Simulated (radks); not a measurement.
Results of a calculation; reference values are marked as such.
Spherical quantum dot in the effective-mass picture: electrons in a hard-walled sphere of radius 10.9, with a point charge +2 (a donor) at the centre, all in effective atomic units (hartree* = m*/eps^2 hartree, bohr* = eps/m* bohr), one dielectric constant everywhere. Level of theory: non-relativistic Kohn-Sham, LDA (Slater exchange, Perdew-Wang correlation), spin-polarised, spherical densities (a radial shooting solver with Libxc functionals). Levels are named by radial order and angular momentum (1s, 1p, 1d, 2s, ...), and open shells are averaged over m. Results are scaled to m* = 0.271 and eps = 4.7, for which hartree* = 333.8 meV and bohr* = 0.9178 nm.

N = 21, configuration 1s2 1p6 1d10 2s2 1f(up 1, down 0). This is the lowest configuration that the search found (a dilute case). Occupied and some empty levels:

| level | occupation | eigenvalue (meV) | <r> (nm) |
|---|---|---|---|
| 1s down | 1 | 587.02 | 0.8837 |
| 1s up | 1 | 587.02 | 0.8838 |
| 2s up | 1 | 689.36 | 7.566 |
| 2s down | 1 | 690.50 | 7.560 |
| 1p up | 3 | 694.65 | 7.618 |
| 1p down | 3 | 695.80 | 7.613 |
| 1d up | 5 | 705.00 | 7.703 |
| 1d down | 5 | 706.17 | 7.700 |
| 1f up | 1 | 719.97 | 7.792 |
| 1f down | 0 | 721.16 | 7.790 |
| 1g up | 0 | 739.32 | 7.879 |
| 1g down | 0 | 740.52 | 7.878 |
| 2p up | 0 | 784.07 | 5.186 |
| 2p down | 0 | 784.48 | 5.176 |
| 2d up | 0 | 810.67 | 5.826 |
| 2d down | 0 | 811.21 | 5.819 |

Energy (meV): total 5933.04, kinetic 2065.3, external -3765.8, Hartree 8973.1, exchange-correlation -1339.6.
